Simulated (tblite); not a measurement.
Run record: tight-binding relaxation, `O=C([O-])CSC1=C(F)C1`.

Computed with GFN2-xTB geometry optimisation, gas phase (tblite 0.8.0). Start geometry: from a force field or distance geometry. The command runs a driver script over a list of jobs; the input below is this job's line of settings and its coordinates in Å.

Command:
```bash
OMP_NUM_THREADS=1 python probes_run.py task.json out
```

Input:
```
{"job": {"kind": "relax", "xc": "GFN2-xTB", "basis": "xTB"}, "charge": -1, "multiplicity": 1}
O      2.285600     1.661900     0.173300
C      1.682700     0.695700     0.717000
O      1.141300     0.638100     1.868800
C      1.697500    -0.622800    -0.063600
S      0.287300    -0.604300    -1.206300
C     -1.005600    -0.669800    -0.109500
C     -2.298500    -0.614400    -0.402700
F     -2.726500    -0.479700    -1.660900
C     -1.756000     0.425400     0.430700
H      2.623100    -0.721300    -0.622000
H      1.622800    -1.493600     0.614800
H     -1.947500     0.385400     1.493000
H     -1.610800     1.399800    -0.007400
```

Output:
```
step      E/eV     max force
  0    -787.51950    3.873
  1    -787.81456    2.208
  2    -787.96316    1.233
  3    -788.10928    1.465
  4    -788.25235    1.690
  5    -788.37845    1.470
  6    -788.50239    1.183
  7    -788.62819    0.888
  8    -788.73567    0.922
  9    -788.88497    1.082
... (98 lines left out)
108    -789.22797    0.145
109    -789.22867    0.154
110    -789.22868    0.150
111    -789.22927    0.038
112    -789.22935    0.031
113    -789.22940    0.023
114    -789.22943    0.018
115    -789.22944    0.010
116    -789.22945    0.010
117    -789.22946    0.005
```

«max force» is the largest atomic force in eV/Å.

Q: From which step on does the largest force stay under 0.1 eV/Å, and how much energy is left to gain from there?

A: From step 111 (0.038 eV/Å), 0.2 meV above the end.

Main results: energy lowered by 39.4 kcal/mol over 117 steps; largest atomic force 0.005 eV/Å at the end.

Q: Give the final coordinates.

A: 0.809 Å rms from the input after alignment:
```
atom  x, y, z in Å
O1     0.9877    1.6339   -0.1433
C2     1.6674    0.8973    0.5599
O3     2.4065    1.1169    1.5180
C4     1.6256   -0.6813    0.2209
S5     0.5846   -1.1439   -1.1831
C6    -0.8783   -0.4089   -0.7138
C7    -2.1055   -0.0356   -0.9269
F8    -3.1693    0.0785   -1.7369
C9    -1.6573    0.1579    0.4734
H10    2.6336   -1.0080   -0.0361
H11    1.2891   -1.2317    1.1018
H12   -1.9995   -0.5189    1.2566
H13   -1.3889    1.1442    0.8347
```

Q: How long does this job take on Arm Neoverse N1, one thread, shared host with 64 logical CPUs at a one-minute load of 21?

A: About 1.2 s.
Labels such as C1 count atoms from 1, the log's own numbers from 0.
